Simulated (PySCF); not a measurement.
CH₈AsB.
Bonds: B1–As2, As2–C3. Hydrogens: H4, H5, H6 on B1; H7, H8 on As2; H9, H10, H11 on C3.

Level of theory: PBE0-D3(BJ)/def2-SVP geometry optimisation, gas phase in PySCF 2.14.0.

(1) What internal coordinates does the optimisation give?

Results:

(1) 
```tsv
bond	length (pm)	order
B1–As2	203.3	single
As2–C3	193.6	single
B1–H4, B1–H5, B1–H6	122.1	single
As2–H7, As2–H8	151.2	single
C3–H9, C3–H10, C3–H11	109.8	single
```

Bonds in one row agree within 1 pm and their mean is given. Orders are formal, as drawn. A selection of angles:
```tsv
angle	degrees
As2–B1–H4	102.3
As2–B1–H5	102.7
As2–B1–H6	105.2
H4–B1–H5	114.4
H4–B1–H6	115.0
B1–As2–C3	115.8
B1–As2–H7	117.8
C3–As2–H7	101.7
H7–As2–H8	98.6
As2–C3–H9	111.8
As2–C3–H10	108.2
H9–C3–H10	109.9
```

As2 (arsenic bonded to B, C and 2 H) is distorted tetrahedral (angles from 98.6° to 118.2°). B1 (four-coordinate boron) is distorted tetrahedral (angles from 102.3° to 115.0°).

Point group: near Cs, missed by 0.10 Å at most; the miss may be what the optimiser left on a soft mode. Whether it is a minimum is left open (no frequencies).
